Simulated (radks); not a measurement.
Polarisabilities and homonuclear dispersion coefficients (atomic units). Level of theory: non-relativistic Kohn-Sham, LDA (Slater exchange, Perdew-Wang correlation), spin-unpolarised, spherical densities, point nucleus (a radial shooting solver on a logarithmic mesh with Libxc functionals). Response by self-consistent Sternheimer equations with the Hartree and adiabatic LDA kernel. For heavy and open-shell atoms this level of theory can miss by tens of per cent. "Uncoupled" leaves out the induced potential. Quadrupole and octupole values are given only where no p, d or f shell is open. The Sternheimer factor gamma scales a distant field gradient at the nucleus by 1 - gamma.

| species | configuration | alpha1 (bohr^3) | alpha1, uncoupled | alpha2 (bohr^5) | alpha3 (bohr^7) | C6 | C8 | Sternheimer gamma | recommended alpha1 |
|---|---|---|---|---|---|---|---|---|---|
| Zn+ | [Ar] 3d10 4s1 | 16.57 | 24.46 | 74.22 | 695.7 | 69.14 | 1818 | -9.83 | - |
| Cu | [Ar] 3d10 4s1 | 41.62 | 64.20 | 431.6 | 7334 | 268.0 | 13510 | -7.43 | 46.5 +/- 0.5 |
| Kr | [Kr] | 18.04 | 27.78 | 112.4 | 1527 | 140.8 | 4612 | -84.5 | 16.78 +/- 0.02 |
| Pd | [Kr] 4d10 | 28.39 | 45.31 | 459.7 | 4976 | 203.4 | 8796 | -20.7 | 26.14 +/- 0.1 |
| Zr+ | [Kr] 4d2 5s1 | 57.57 | 92.08 | - | - | 480.4 | - | - | - |
| Te3+ | [Kr] 4d10 5s2 5p1 | 11.29 | 20.71 | - | - | 59.61 | - | - | - |
| Ca3+ | [Ne] 3s2 3p5 | 2.550 | 4.118 | - | - | 6.867 | - | - | - |
| Mn3+ | [Ar] 3d4 | 2.131 | 2.711 | - | - | 5.338 | - | - | - |

Recommended values: Schwerdtfeger and Nagle, table of static dipole polarisabilities (2023 update), measured or computed.

Beside tabulated values, note that relativity, absent from the non-relativistic runs, is large for the heavy elements, and spin-unpolarised runs miss the spin-polarisation part of the exchange energy of open shells.
